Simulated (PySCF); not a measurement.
C2H6O2Sn. Atoms are numbered in the order given.

```xyz
11

Sn     0.2714     0.1780     0.0271
O      1.0051    -0.6674     1.6811
O      1.2910    -0.5758    -1.5185
C     -1.7960    -0.3575     0.0310
C     -2.7426     0.4989    -0.3668
H      0.6010     1.8593    -0.0780
H      1.9574    -0.5210     1.7698
H      1.1231    -1.5214    -1.6354
H     -2.0717    -1.3595     0.3795
H     -3.8060     0.2299    -0.3631
H     -2.5098     1.5124    -0.7139
```

Geometry optimised at B3LYP-D3(BJ)/def2-SVP. The structure was generated by enumeration; whether it is a known compound was not checked. The def2 effective core potentials stand for the cores of Sn; spin–orbit coupling is left out. The values are those of a single conformer.

Calculation: B3LYP-D3(BJ)/def2-SVP (PySCF).

Frequencies are harmonic and unscaled.

| mode | ν (cm⁻¹) | IR (km/mol) | Raman (Å⁴/amu) | depolarisation | moving atoms (share of kinetic energy) |
|---|---|---|---|---|---|
| 1 | 40 | 0.1 | 7.0 | 0.75 | C 42 %, H 34 %, O 19 % |
| 2 | 114 | 2.0 | 1.8 | 0.67 | O 44 %, C 20 %, H 19 %, Sn 16 % |
| 3 | 143 | 2.4 | 4.9 | 0.74 | H 35 %, O 32 %, C 21 %, Sn 11 % |
| 4 | 170 | 9.5 | 4.0 | 0.75 | O 59 %, H 30 %, Sn 8 % |
| 5 | 193 | 120.1 | 1.0 | 0.75 | H 79 %, O 19 % |
| 6 | 269 | 28.8 | 6.6 | 0.51 | C 45 %, H 42 %, O 9 % |
| 7 | 276 | 108.0 | 2.8 | 0.42 | H 56 %, O 21 %, C 17 % |
| 8 | 479 | 23.7 | 4.2 | 0.69 | H 66 %, C 33 % |
| 9 | 506 | 82.9 | 9.3 | 0.19 | H 46 %, C 42 %, Sn 11 % |
| 10 | 572 | 58.5 | 25.5 | 0.39 | H 66 %, C 27 % |
| 11 | 595 | 101.8 | 13.7 | 0.68 | H 84 % |
| 12 | 610 | 44.9 | 16.3 | 0.14 | O 84 %, Sn 8 % |
| 13 | 613 | 50.6 | 10.3 | 0.62 | O 79 %, Sn 11 %, H 10 % |
| 14 | 837 | 19.2 | 1.4 | 0.72 | H 92 % |
| 15 | 845 | 152.9 | 3.2 | 0.70 | H 92 % |
| 16 | 986 | 26.6 | 0.2 | 0.75 | H 72 %, C 28 % |
| 17 | 993 | 8.9 | 4.1 | 0.65 | H 87 %, C 13 % |
| 18 | 1028 | 14.5 | 0.2 | 0.74 | H 94 % |
| 19 | 1248 | 10.2 | 12.0 | 0.15 | H 73 %, C 27 % |
| 20 | 1415 | 11.1 | 23.8 | 0.51 | H 83 %, C 17 % |
| 21 | 1659 | 3.5 | 4.1 | 0.08 | C 84 %, H 16 % |
| 22 | 1916 | 138.8 | 194.0 | 0.18 | H 99 % |
| 23 | 3107 | 12.8 | 147.6 | 0.17 | H 95 % |
| 24 | 3156 | 2.2 | 142.8 | 0.35 | H 91 %, C 9 % |
| 25 | 3195 | 7.3 | 112.3 | 0.56 | H 89 %, C 11 % |
| 26 | 3825 | 47.7 | 99.7 | 0.74 | H 94 % |
| 27 | 3826 | 55.1 | 172.6 | 0.11 | H 94 % |
